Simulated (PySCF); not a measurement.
A structure optimised at r2SCAN-D4/def2-TZVPD, used in a PySCF frequency run:

```xyz
2

Cd     0.0000     0.0000    -0.5575
S      0.0000     0.0000     1.6724
```
Charge 0, spin multiplicity 1.

Q: Write its SMILES, formula and point group.

A: [S]=[Cd], CdS, C∞v

Q: What are its rotational constants (standard atomic weights)?

A: 4.0742 GHz (linear rotor, B only)
